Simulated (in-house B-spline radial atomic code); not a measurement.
Configurations of Sc, with energies counted from [Ar] 3d1 4s2. All numbers are computed (non-relativistic BLYP, spin-polarised, spherical fractional occupations; point nucleus) with a radial B-spline atomic code at the basis-set limit, not measured. Shells without spins written out take the highest spin.

Occupations are held fixed; configurations that lie above the ionisation limit could autoionise.

```csv
configuration,E - E(ref) (eV),highest orbital,its <r> (bohr)
[Ar] 3d1 4s1 4p1,2.1854,4p up,4.688
"[Ar] 3d(0 up, 1 down) 4s(1 up, 0 down) 5s(1 up, 0 down)",4.4665,5s up,9.329
[Ar] 3d1 4s1 5p1,4.7368,5p up,11.45
[Ar] 3d1 4s1 4f1,5.5786,4f up,17.26
"[Ar] 3d(1 up, 0 down) 4s(0 up, 1 down) 5d(0 up, 1 down)",5.6813,5d down,18.32
[Ar] 4s2 5p1,6.7959,5p up,10.95
[Ne] 3s2 3p5 3d1 4s2 5p1,37.227,5p up,10.8
```

(1) Order these further configurations by energy, lowest first.
A. [Ar] 3d2 4s1
B. [Ar] 4s2 4f(1 up, 0 down)
C. [Ar] 3d1 4s1 5s1
D. [Ne] 3s2 3p5 3d1 4s2 5f1
E. [Ne] 3s2 3p(3 up, 2 down) 3d(0 up, 1 down) 4s2 5p(0 up, 1 down)

(2) How far above the reference does [Ne] 3s2 3p5 3d1 4s2 4p1 lie?

(3) How far above the reference does [Ar] 3d1 4s1 5f1 lie?

Results:

(1) A (0.87214 eV), C (4.1946 eV), B (7.7037 eV), E (38.236 eV), D (38.39 eV).

(2) 34.063 eV; its least bound orbital is 4p up with <r> = 4.218 bohr.

(3) 5.8135 eV; its least bound orbital is 5f up with <r> = 27.91 bohr.
